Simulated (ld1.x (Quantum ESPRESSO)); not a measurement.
What the settings do to the TM potential of iron

Base potential:

```
Element                 : iron (Fe)
Generator               : ld1.x (Quantum ESPRESSO) 7.5
Type                    : norm-conserving Troullier–Martins (Kleinman–Bylander form)
Functional              : PBE
Relativity              : non-relativistic
Frozen core             : [Ne] 3s2
Valence charge          : 14
Reference configuration : 3p6 3d7 4s1 4p0
Partial waves           : 4s (bound): rc 1.80 bohr; 3p (bound): rc 1.00 bohr; 3d (bound): rc 0.95 bohr
Local potential         : all-electron potential smoothed inside 1.30 bohr (lloc = -1)
Core correction         : a·sin(br)/r model core inside 0.55 bohr
```

All-electron outer shells of the reference configuration (PBE, non-relativistic, ld1.x):

```tsv
shell	level (eV)	outermost node (bohr)	outermost maximum (bohr)
3s	-87.27	0.33	0.71
3p	-55.08	0.30	0.72
4s	-4.13	1.02	2.56
3d	-3.93	–	0.72
4p	-0.87	1.13	3.83
```

Cutoffs, loose and tight: the cutoffs (Ry, on a coarse ladder) from which the occupation-weighted sum of valence levels, in a spherical-Bessel basis at the reference potential, stays within 10 and 1 mRy of its value at 400 Ry. They do not see the model core or the augmentation charge, which bear on the density cutoff. Test errors are all-electron minus pseudo excitation energies from the reference, over the configurations 3p6 3d6 4s2 4p0; 3p6 3d6 4s1 4p0; 3p6 3d6 4s0 4p0; 3p6 3d6 4s0 4p2; 3p6 3d7 4s0 4p0; 3p6 3d6 4s1.5 4p0; 3p6 3d5 4s2 4p0. A dash means not determined; rows that change the core or the reference have their own tests. The largest error is taken over the tests solved by every variant that gives reliable tests at all: 3p6 3d6 4s0 4p0; 3p6 3d6 4s0 4p2; 3p6 3d6 4s1 4p0; 3p6 3d6 4s1.5 4p0; 3p6 3d6 4s2 4p0; 3p6 3d7 4s0 4p0.

A true bound ghost makes a file unfit for plane-wave use even where its test errors are small: the radial tests pick states by their node count and pass the ghost by. Where a test does run into it, the solver fails or the error is huge.

Cutoffs are not given where the Bessel-basis levels miss the radial ones by over 6 mRy, ghosts where they miss by over 20 mRy; a channel whose overlap is not positive is not tested.

| change | outcome | cutoff, loose | cutoff, tight | bound ghosts | largest test error (meV) |
| --- | --- | --- | --- | --- | --- |
| base | generated | 200 Ry | 300 Ry | s | -51 |
| wave 4s (bound): rc 1.80 bohr becomes 4s (bound): rc 1.40 bohr | generated | 200 Ry | 300 Ry | s | -40 |
| wave 4s (bound): rc 1.80 bohr becomes 4s (bound): rc 1.54 bohr | generated | 200 Ry | 300 Ry | s | -41 |
| wave 4s (bound): rc 1.80 bohr becomes 4s (bound): rc 1.78 bohr | generated | 200 Ry | 300 Ry | s | -49 |
| wave 4s (bound): rc 1.80 bohr becomes 4s (bound): rc 1.94 bohr | generated | 200 Ry | 300 Ry | s | -58 |
| wave 4s (bound): rc 1.80 bohr becomes 4s (bound): rc 2.16 bohr | generated | 200 Ry | 300 Ry | s | -62 |
| wave 4s (bound): rc 1.80 bohr becomes 4s (bound): rc 2.36 bohr | generated | 200 Ry | 300 Ry | s | -60 |
| wave 4s (bound): rc 1.80 bohr becomes 4s (bound): rc 2.54 bohr | generated | 200 Ry | 300 Ry | s | -53 |
| wave 4s (bound): rc 1.80 bohr becomes 4s (bound): rc 2.72 bohr | generated | 200 Ry | 300 Ry | s | -46 |

**Question.** What comes out with this change to the base: wave 4s (bound): rc 1.80 bohr becomes 4s (bound): rc 1.14 bohr?

**Answer.** outcome: generated; bound ghosts: not determined; largest test error (meV): no test is counted, since the test run did not reproduce the reference configuration.

Reading the sweep of the s radius (base included, trends over the rows without a ghost): Bound ghosts are found at 1.4, 1.54, 1.78, 1.8, 1.94, 2.16, 2.36, 2.54, 2.72 bohr. Every judged row has one, so this setting neither creates nor removes them.
